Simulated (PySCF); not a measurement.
Compound: [BBrH3]- (charge -1).
SMILES: `[BH3-]Br`

The closed-shell ground state was solved at several levels (PySCF, density fitting, gas phase). Geometry: PBE0-D3(BJ)/def2-SVP; no solvent, vibrations or thermal averaging. The geometry's basis has no diffuse functions, a weakness for an anion. Relativistic effects, spin–orbit coupling among them, are left out although an element past zinc is present. No diffuse functions stand in pcJ-1 (pcSseg-1 on Br) and pcSseg-1, which bears on an anion's orbital energies.

```tsv
level	basis functions	total energy (Eh)	HOMO (eV)	LUMO (eV)	gap (eV)
PBE0/pcSseg-1	73	-2600.2634	-1.67	6.86	8.53
B3LYP/pcJ-1 (pcSseg-1 on Br)	98	-2600.6533	-1.37	6.61	7.98
KT2/pcSseg-1	73	-2610.8485	-0.41	5.90	6.31
```

(1) Estimate the row for PBE0/def2-SVPD, a basis of 85 functions; the other rows only guide the guess.

(2) Over all these levels, which gives the widest orbital gap and which the narrowest?

## Answers

(1) Total energy -2600.2202 Eh, HOMO -2.00 eV, LUMO 4.57 eV, gap 6.57 eV.

(2) PBE0/pcSseg-1 (global hybrid, 25 % exact exchange) has the widest, 8.53 eV, and KT2/pcSseg-1 (GGA) the narrowest, 6.31 eV. The two share the basis. From the narrowest to the widest the HOMO moves by -1.26 eV and the LUMO by +0.96 eV.
